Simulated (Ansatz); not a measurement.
Coupled-cluster run, `C[SiH](C)[SiH2]F`.

```yaml
crystal:
  periodic: [false, false, false]
  atoms:
    - {symbol: C, position_ang: [-1.254001, 0.542118, 1.282332]}
    - {symbol: Si, position_ang: [0.319771, 0.384951, 0.274314]}
    - {symbol: C, position_ang: [1.260617, -1.180657, 0.709976]}
    - {symbol: Si, position_ang: [-0.189098, 0.347248, -2.016123]}
    - {symbol: F, position_ang: [-1.054637, 1.646794, -2.414747]}
    - {symbol: H, position_ang: [-1.800476, 1.449175, 1.015111]}
    - {symbol: H, position_ang: [-1.913907, -0.312217, 1.112617]}
    - {symbol: H, position_ang: [-1.024608, 0.586574, 2.350163]}
    - {symbol: H, position_ang: [1.191342, 1.569599, 0.530269]}
    - {symbol: H, position_ang: [0.657535, -2.069820, 0.510050]}
    - {symbol: H, position_ang: [1.523143, -1.183872, 1.771110]}
    - {symbol: H, position_ang: [2.186045, -1.262697, 0.135499]}
    - {symbol: H, position_ang: [1.028460, 0.344004, -2.873790]}
    - {symbol: H, position_ang: [-1.003886, -0.847298, -2.379180]}
basis:
  gaussian: {orbitals: def2-TZVPP}
correlation: {method: ccsd_t}
```

```sh
$ ansatz run in.yaml --threads 4 --pin off --events-out ev --progress --plain --max-ram 10444MiB
```

Output of Ansatz, abridged:

```
Functional definition: HF
1739 factors; integrals over basis functions are off by at most 1.0e-3 eV
mean field evaluation 1: about -20634.1720 eV, gradient 4.2e1 eV
mean field evaluation 2: about -20634.4111 eV, gradient 4.2e1 eV
mean field evaluation 4: about -20638.6605 eV, gradient 4.4e0 eV
mean field evaluation 8: about -20638.7357 eV, gradient 2.4e-1 eV
mean field evaluation 16: about -20638.7360 eV, gradient 1.4e-6 eV
mean field -20638.73604279 eV, -758.4595601348 hartree, gradient 1.4e-6 eV, S^2 0.000000; 0 other end points of the search recorded, 0 dependent functions left out
13 core orbitals not correlated: weight in the atoms' cores, before any rotation towards them, 1.000 or more for the frozen orbitals, at most 0.000 for the correlated occupied ones
reference -20638.73604279 eV, -758.4595601348 hartree; 16, 16 occupied and 274, 274 virtual orbitals, 1739 factors
second order -23.29259544 eV of doubles, -0.00000000 eV of singles
cycle   1  -24.26157858 eV  change   -9.7e-1 eV  update   1.0e-1
cycle   2  -24.84039328 eV  change   -5.8e-1 eV  update   3.1e-2
cycle   3  -24.95698895 eV  change   -1.2e-1 eV  update   1.5e-2
cycle   4  -24.95007513 eV  change    6.9e-3 eV  update   3.4e-3
cycle   5  -24.94818234 eV  change    1.9e-3 eV  update   1.3e-3
cycle   6  -24.94840882 eV  change   -2.3e-4 eV  update   4.0e-4
cycle   7  -24.94823693 eV  change    1.7e-4 eV  update   1.4e-4
cycle   8  -24.94819870 eV  change    3.8e-5 eV  update   4.3e-5
cycle   9  -24.94821461 eV  change   -1.6e-5 eV  update   1.7e-5
perturbative correction -0.85291396 eV, -0.0313440100 hartree
Total energy: -20664.53717136 eV, -759.4077341211 hartree
```

Run time 3.5 min (4 threads of an Intel Xeon 6975P-C on a shared host); peak host memory 4.1 GiB.

MP2 recovers 90.3 % of the CCSD(T) correlation energy and the triples give 3.3 %; T1 = 0.0110.
